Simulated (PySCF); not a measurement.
CH₈N₂Si₃.
Structure used (PBE0-D3(BJ)/def2-SVP), in Å, numbered top down from 1:
```xyz
14
CH8N2Si3 angstrom
N     -0.9529    2.4968    0.9949
C     -1.4152    1.4466    0.8200
Si    -1.9965   -0.3053    0.5226
Si    -0.3485   -1.3552   -0.7940
Si     1.5592    0.0572   -0.8613
N      1.9448    0.8286    0.6308
H     -3.3432   -0.1964   -0.1079
H     -2.1266   -0.9038    1.8831
H     -0.9417   -1.6197   -2.1444
H     -0.0825   -2.6765   -0.1381
H      1.2568    1.1019   -1.8842
H      2.7176   -0.7822   -1.2954
H      1.3693    1.5994    0.9565
H      2.3540    0.3113    1.3994
```

Jobs on this species (14 atoms, 70 electrons) with PySCF (density fitting). Hardware of each: an x86-64 server with one thread, on a shared host. Other jobs ran on the host; a repeat could differ by tens of per cent or more.

Question: Rank these jobs by wall time, shortest first.
A. mPW1PW91/pcSseg-1; shieldings; 163 basis functions
B. wB97X-D/pcSseg-1; shieldings; 163 basis functions
C. PBE0-D3(BJ)/def2-SVP, grid level 1; geometry optimisation from a GFN2-xTB start; 136 basis functions

Answer: A (17 s), B (29 s), C (72 s).

All jobs:

```csv
level and settings,work,basis functions,SCF cycles,wall time
mPW1PW91/pcSseg-1,shieldings,163,14,17 s
BP86/pcSseg-1,shieldings,163,15,19 s
OPBE/pcSseg-1,shieldings,163,16,19 s
BLYP/pcSseg-1,shieldings,163,15,19 s
PBE/pcSseg-1,shieldings,163,15,20 s
B97-D/pcSseg-1,shieldings,163,15,25 s
KT3/pcSseg-1,shieldings,163,15,25 s
wB97X-D/pcSseg-1,shieldings,163,14,29 s
"PBE0-D3(BJ)/def2-SVP, grid level 1",geometry optimisation from a GFN2-xTB start,136,82,72 s
```

Q: What do all jobs in the table cost together?

A: About 4.1 min; the longest takes about 29 % of that, and about 4.2 times as long as the shortest.
